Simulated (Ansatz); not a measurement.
Ge(SH)2H2 (GeH₄S₂): single points at one geometry.

```yaml
crystal:
  periodic: [false, false, false]
  atoms:
    - {symbol: Ge, position_ang: [-0.533717, 0.012543, -0.374549]}
    - {symbol: S, position_ang: [-0.582164, -0.040828, 1.863136]}
    - {symbol: H, position_ang: [0.146620, 1.093340, 1.991763]}
    - {symbol: S, position_ang: [1.554952, 0.017899, -1.180674]}
    - {symbol: H, position_ang: [1.887805, -1.140937, -0.563982]}
    - {symbol: H, position_ang: [-1.158467, 1.309933, -0.936654]}
    - {symbol: H, position_ang: [-1.315039, -1.251940, -0.799031]}
basis:
  gaussian: {orbitals: def2-TZVP, initial_orbitals: start.molden}
magnetization: {spin_polarized: true, initial_magnetization: 2}
hamiltonian: {xc: r2scan, dispersion: d4}
scf: {omitted_lower_state_checks: [starts]}
output: {orbitals: {seedname: orbitals}}
```

The file start.molden holds the orbitals of an earlier run on this structure, at another level or in another basis.

```sh
$ ansatz run in.yaml --threads 4 --pin off --events-out ev --progress --plain --max-ram 3916MiB
```

Output, abridged:

```
Functional definition: r2SCAN
1056 factors; their error is unknown
mean field evaluation 1: about -78249.8100 eV, gradient 6.7e0 eV
mean field evaluation 2: about -78249.8620 eV, gradient 1.1e-1 eV
mean field evaluation 4: about -78249.8425 eV, gradient 4.1e-3 eV
mean field -78249.84245365 eV, -2875.6286705233 hartree, gradient 4.4e-5 eV, S^2 2.008591; 0 other end points of the search recorded, 0 dependent functions left out
reference -78249.84246678 eV, -2875.6286710059 hartree; 35, 33 occupied and 111, 113 virtual orbitals, 1056 factors
Total energy: -78249.88116867 eV, -2875.6300932741 hartree
Checks for a lower state left out: starts
```

Hardware: 4 threads of Intel Xeon on a shared host. Wall time 16 s.

The first input with `gaussian: {orbitals: def2-TZVP}`, `hamiltonian: {xc: pbe0, dispersion: d4}` (abridged; 21 s):

```
Functional definition: PBE0
mean field evaluation 16: about -78236.6402 eV, gradient 3.7e-4 eV
mean field -78236.64020720 eV, -2875.1434969154 hartree, gradient 7.9e-6 eV, S^2 2.009710
Total energy: -78236.78573006 eV, -2875.1488447816 hartree
Checks for a lower state left out: starts
```

The first input with `hamiltonian: {xc: pbe, dispersion: d4}` (abridged; 8 s):

```
Functional definition: PBE
mean field -78233.73020793 eV, -2875.0365564145 hartree, gradient 4.7e-5 eV, S^2 2.003785
Total energy: -78233.90030647 eV, -2875.0428074204 hartree
Checks for a lower state left out: starts
```

Geometry: PBE-D4/def2-TZVP, that of the neutral singlet.

At PBE0-D4/def2-TZVP a singlet of charge 0 lies 4.90 eV below the triplet at the same geometry.
